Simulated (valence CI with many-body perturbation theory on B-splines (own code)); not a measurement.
## Ge17+: magnetic and hyperfine properties of the levels

Calculated by relativistic CI+MBPT: five valence electrons over a frozen Dirac-Fock core [Ne], a basis of 11 s, 11 p, 10 d, 8 f, 5 g, 2 h functions for each j, with the one-electron correlation potential Σ1 (screened to all orders), the two-electron term Σ2, the three-electron term Σ3, Breit, model QED; selected single and double excitations, second order for the rest, scaled by the run's own slope (own B-spline code, finite nucleus).

No measured levels were compared; by estimate levels of excited configurations hold to 0.05 to 0.15 % of their energy, terms of the ground configuration to about 0.5 %. Among the levels kept, up to 3300 cm⁻¹ of a level comes from second order outside the variational space, and about a tenth of that is noise between levels of different J, which matters for small intervals.

A/g_I is the dipole constant over the nuclear g factor μ/I (μ in nuclear magnetons, uniformly magnetised nucleus), B/Q the quadrupole constant per barn. Both hold the static response of the core; the bare values leave it out. Large factors of s and p1/2 electrons are usually good to 5 to 10 %; those of open d and f shells near neutrality can be off by tens of per cent, and small factors of p3/2, d and f electrons come from cancelling terms and can be off by a factor of two or in sign, in half-filled shells by more. B is blank for J = 1/2, where it vanishes, and for nearly pure S terms. Energies count from the lowest level.

Names give the largest LS component (configuration and term), which can be under half, so a name can repeat, a term be missing and a line seem to break the LS rules; names also repeat where a configuration has a term twice. Letters in brackets count levels of one name in rising energy.

| Level | E (eV) | g | A/g_I (MHz) | A/g_I bare | B/Q (MHz/b) | B/Q bare |
| --- | --- | --- | --- | --- | --- | --- |
| 3s2 3p3 4S°_3/2 | 0.00 | 1.886 | 3340 | 3830 | 2680 | 2590 |
| 3s2 3p3 2D°_3/2 | 7.00 | 0.999 | 7770 | 7580 | 17000 | 16400 |
| 3s2 3p3 2D°_5/2 | 9.16 | 1.199 | 18700 | 18100 | -66.1 | -61.6 |
| 3s2 3p3 2P°_1/2 | 13.97 | 0.664 | 52900 | 50600 |  |  |
| 3s2 3p3 2P°_3/2 | 17.69 | 1.246 | 10600 | 10400 | -19700 | -19000 |
| 3s 3p4 4P_5/2 | 50.51 | 1.580 | 39700 | 38400 | 14400 | 13900 |
| 3s 3p4 4P_3/2 | 54.13 | 1.705 | 31100 | 30400 | -13200 | -12700 |
| 3s 3p4 4P_1/2 | 55.29 | 2.629 | 86100 | 83400 |  |  |
| 3s 3p4 2D_3/2 | 62.72 | 0.865 | -7000 | -6450 | -21200 | -20500 |
| 3s 3p4 2D_5/2 | 64.03 | 1.217 | 43700 | 41900 | -31900 | -30800 |
| 3s2 3p2 3d 2P_3/2 [a] | 71.10 | 1.279 | 2020 | 2500 | 5230 | 5100 |
| 3s 3p4 2S_1/2 [a] | 71.89 | 1.264 | 58900 | 56300 |  |  |
| 3s2 3p2 3d 4F_3/2 | 74.65 | 0.488 | 6080 | 5980 | -96.7 | 125 |
| 3s2 3p2 3d 4F_5/2 | 76.13 | 1.087 | 3060 | 3300 | 5930 | 5990 |
| 3s 3p4 2S_1/2 [b] | 77.29 | 1.276 | 93500 | 89300 |  |  |
| 3s2 3p2 3d 2F_5/2 [a] | 78.46 | 0.952 | 13800 | 13500 | -4820 | -4520 |
| 3s2 3p2 3d 4F_7/2 | 78.52 | 1.247 | 4240 | 4460 | 2960 | 3160 |
| 3s2 3p2 3d 2F_7/2 [a] | 80.11 | 1.253 | 6950 | 7080 | 8500 | 8340 |
| 3s2 3p2 3d 4D_1/2 | 80.47 | 0.170 | 24000 | 22800 |  |  |
| 3s2 3p2 3d 4D_3/2 | 80.49 | 1.141 | 8750 | 8810 | -7280 | -7050 |
| 3s2 3p2 3d 4F_9/2 | 80.87 | 1.309 | 7810 | 7870 | -9600 | -8900 |
| 3s2 3p2 3d 4D_5/2 | 82.15 | 1.223 | 8450 | 8500 | -5560 | -5290 |
| 3s2 3p2 3d 4D_7/2 | 85.72 | 1.268 | 6110 | 6250 | 6480 | 6380 |
| 3s2 3p2 3d 2G_7/2 | 89.11 | 0.930 | 10700 | 10500 | 28100 | 27500 |
| 3s 3p4 2P_3/2 | 89.18 | 1.264 | -3960 | -3270 | 5590 | 5460 |
| 3s2 3p2 3d 2G_9/2 | 90.68 | 1.133 | 7860 | 7820 | 34800 | 33900 |
| 3s2 3p2 3d 4P_5/2 | 90.72 | 1.550 | 3560 | 4000 | 1330 | 1320 |
| 3s2 3p2 3d 4P_3/2 | 91.86 | 1.556 | 5950 | 6350 | -2610 | -2620 |
| 3s2 3p2 3d 4P_1/2 | 92.37 | 2.140 | 40600 | 39500 |  |  |
| 3s2 3p2 3d 2D_3/2 [a] | 93.98 | 0.983 | 7870 | 7890 | 4000 | 3960 |
| 3s2 3p2 3d 2P_1/2 [a] | 94.33 | 1.139 | -2930 | -2730 |  |  |
| 3s2 3p2 3d 2D_5/2 [a] | 97.09 | 1.211 | 10800 | 10700 | -6940 | -6560 |
| 3s2 3p2 3d 2D_3/2 [b] | 99.07 | 0.869 | 8560 | 8320 | -2920 | -2900 |
| 3s2 3p2 3d 2D_5/2 [b] | 99.97 | 1.162 | 3390 | 3600 | 23900 | 23300 |
| 3s2 3p2 3d 2P_1/2 [b] | 100.73 | 0.861 | -9340 | -8840 |  |  |
| 3s2 3p2 3d 2F_5/2 [b] | 101.36 | 1.006 | 7770 | 7720 | 5970 | 5900 |
| 3s2 3p2 3d 2F_7/2 [b] | 103.54 | 1.138 | 9150 | 9110 | -3880 | -3470 |
| 3s2 3p2 3d 2P_3/2 [b] | 104.09 | 1.285 | 4540 | 4850 | -6550 | -6310 |
| 3s2 3p2 3d 2S_1/2 | 104.61 | 1.851 | 41100 | 39900 |  |  |
| 3s2 3p2 3d 2D_3/2 [c] | 108.69 | 0.817 | 6230 | 6260 | 6680 | 6610 |

(1) Take the isotope of mass number 73, with I = 9/2, μ = -0.87824 μN and Q = -0.196 b. What is the hyperfine structure of 3s2 3p3 2D°_5/2?

## Answers

(1) From the table A = -3640 MHz, B = 13.0 MHz. Shifts from the centre of gravity in MHz: F = 2: 50100, F = 3: 39100, F = 4: 24600, F = 5: 6370, F = 6: -15500, F = 7: -40900.
